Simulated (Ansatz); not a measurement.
Reading a saddle point

A first-order saddle point of CH4ClGa, singlet, PBE0-D4/def2-TZVP, with one imaginary mode of 848i cm⁻¹:

Ga1  (-0.848, -0.691, -0.213)
Cl2  (1.041, -1.712, -1.747)
H3  (-0.521, -1.921, -1.306)
C4  (-0.043, 0.863, 0.695)
H5  (-0.752, 1.352, 1.364)
H6  (0.296, 1.578, -0.059)
H7  (0.827, 0.530, 1.267)
(Å)

Ansatz 0.2.0; basis: def2-TZVPP and def2-QZVPP; cores frozen in the correlated methods. Filled d shells of the heavier atoms are correlated. The def2 sets are not built for correlating such inner shells, so the correlated values are less sure here. Extrapolation: Hartree–Fock as exp(−7.88 √X), correlation as X^−2.97.

(1) Which contacts change along the imaginary mode, and what lies on either side? (A judgement: the text doesn't fix the answer.)

(2) Which side is lower, and how far does the saddle lie above each? (An estimate is asked for; the value comes from the calculation.)

T1 diagnostic: at most 0.014. The restricted Hartree–Fock reference is unstable towards an unrestricted one at one or more of these structures.

Answers

(1) The calculation gives: The step is CH₄ClGa ([CH3][GaH][Cl]) → CH₃Ga ([CH3][Ga]) + HCl, with the molecules in contact on both sides. Shortening one way: Cl2–H3; lengthening the same way: Ga1–Cl2, Ga1–H3.
```tsv
pair	one side (Å)	saddle (Å)	other side (Å)
Cl2–H3	3.13	1.64	1.31
Ga1–Cl2	2.16	2.64	3.76
Ga1–H3	1.56	1.68	2.44
```

(2) By the calculation: The side with Ga1–Cl2, Ga1–H3 short is lower by 1.873 eV; the saddle lies 2.420 eV above it and 0.547 eV above the other (CCSD(T) at an estimated basis limit (MP2 extrapolated from triple and quadruple zeta, plus CCSD(T) − MP2 in triple zeta); electronic energies).

Labels in which every atom is bracketed show which atoms are joined, not bond orders.

For scale, one of the runs: CCSD(T)/def2-TZVPP, 177 basis functions, launched by `ansatz run in.yaml --threads 2 --pin off --events-out ev --progress --plain --max-ram 4352MiB`. The run took 24 s on 2 CPU threads (shared host), with 1.6 GiB of host memory at its peak.
